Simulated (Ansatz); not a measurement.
Reaction (redistribution): `[NH2][Sn]([NH2])([NH2])[NH2]` + `F[SiH]1BO1` → `[NH2][SnH]([NH2])[NH2]` + `NB1O[SiH]1F`

Computed with Ansatz on PBE0-D4/def2-TZVP structures; ΔE is electronic, products minus reactants. CCSD(T)/CBS is the MP2 limit (def2-TZVPP, def2-QZVPP) plus CCSD(T) − MP2 in def2-TZVPP, frozen cores. Functionals use def2-TZVPP. Elements past krypton have def2 core potentials. For Sn outer-core shells are correlated without core-valence functions, which leaves a few kJ/mol of doubt a bond. Each species was taken in one conformer, which may not be the lowest.

`[NH2][Sn]([NH2])([NH2])[NH2]`:

Z-matrix (Å, degrees):
```
Sn
N 1 2.019
N 1 2.019 2 102.5
N 1 2.019 2 102.5 3 130.0
N 1 2.019 2 124.5 3 -115.0
H 2 1.011 1 114.2 3 52.4
H 2 1.011 1 114.2 3 177.8
H 3 1.011 1 114.2 2 52.2
H 3 1.011 1 114.2 2 177.6
H 4 1.011 1 114.2 2 -177.8
H 4 1.011 1 114.2 2 -52.3
H 5 1.011 1 114.2 2 62.8
H 5 1.011 1 114.2 2 -62.6
```

`F[SiH]1BO1`:

```xyz
6

F     1.206   -1.662    0.140
Si    0.473   -0.298    0.503
B    -0.359    0.797   -0.786
O    -1.091   -0.182   -0.203
H     0.417   -0.238    1.976
H    -0.646    1.583   -1.630
```

`[NH2][SnH]([NH2])[NH2]`:

Z-matrix (Å, degrees):
```
Sn
N 1 2.018
N 1 2.022 2 100.4
N 1 2.023 2 114.2 3 113.7
H 1 1.712 2 108.3 3 -126.6
H 2 1.012 1 113.9 3 178.9
H 2 1.012 1 112.7 3 -58.3
H 3 1.011 1 115.0 2 -174.7
H 3 1.012 1 113.4 2 -49.6
H 4 1.011 1 114.0 2 -89.8
H 4 1.011 1 114.8 2 144.2
```

`NB1O[SiH]1F`:

Z-matrix (Å, degrees):
```
Si
F 1 1.594
B 1 1.878 2 123.9
O 1 1.695 2 114.0 3 51.1
H 1 1.477 2 105.3 3 176.5
N 3 1.381 1 168.4 2 -83.0
H 6 1.003 3 122.8 1 -6.2
H 6 1.007 3 122.3 1 172.8
```

CCSD(T)/CBS gives -96.0 kJ/mol.

(1) Another level gave -104.7 kJ/mol. Which?
A. CCSD(T)/def2-TZVPP
B. B2PLYP/def2-TZVPP
C. LDA (SPW92)/def2-TZVPP
D. BHLYP-D4/def2-TZVPP

(2) What do rigid-rotor, harmonic-oscillator terms from PBE0-D4/def2-TZVP frequencies (298.15 K, 1 bar) make of the CCSD(T)/CBS value? (Estimate.)

Largest T1 diagnostic among the species: 0.015.

Results:

(1) B. B2PLYP -104.7, BHLYP-D4 -110.5, LDA (SPW92) -127.3, CCSD(T)/def2-TZVPP -98.4 kJ/mol.

(2) Ansatz gave: ΔZPE = 0.0 kJ/mol, ΔH = -97.0 kJ/mol, ΔS = 10 J/(mol·K), ΔG = -100.1 kJ/mol.

Leaving LDA and LC-ωPBE aside and taking each functional with its dispersion term where it has one, the values, not all of them listed here, spread over 12.5 kJ/mol, from B97M-V to BLYP-D4. LDA lies −16.0 kJ/mol from PBE without D4. In def2-TZVPP, CCSD(T) changes the Hartree–Fock value by +11.8 kJ/mol (the triples alone add +2.5 kJ/mol) and MP2 by +13.0 kJ/mol.
